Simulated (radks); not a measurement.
The numbers below are computed, except where a source is named.
The krypton ion Kr6+, 30 electrons, occupied as [Ar] 3d10 4s2. Code: a radial shooting solver on a logarithmic mesh with Libxc functionals. Model: non-relativistic Kohn-Sham, LDA (Slater exchange, Perdew-Wang correlation), spin-polarised, spherical densities, point nucleus.

Unscreened Slater integrals over Kohn-Sham orbitals (hartree). They are taken over the spin-up orbitals.

| integral | value |
|---|---|
| F0(4s,4s) | 0.65022 |
| F0(4s,3d) | 0.82131 |
| G2(4s,3d) | 0.075330 |
| F0(4s,3p) | 0.82168 |
| G1(4s,3p) | 0.066634 |
| F0(4s,3s) | 0.82185 |
| G0(4s,3s) | 0.049629 |
| F0(3d,3d) | 1.6745 |
| F2(3d,3d) | 0.80854 |
| F4(3d,3d) | 0.51006 |
| F0(3d,3p) | 1.6575 |
| F2(3d,3p) | 0.79745 |
| G1(3d,3p) | 0.95389 |
| G3(3d,3p) | 0.59577 |
| F0(3d,3s) | 1.6586 |
| G2(3d,3s) | 0.71928 |
| F0(3p,3p) | 1.6593 |
| F2(3p,3p) | 0.83368 |
| F0(3p,3s) | 1.6600 |
| G1(3p,3s) | 1.0955 |
| F0(3s,3s) | 1.6630 |
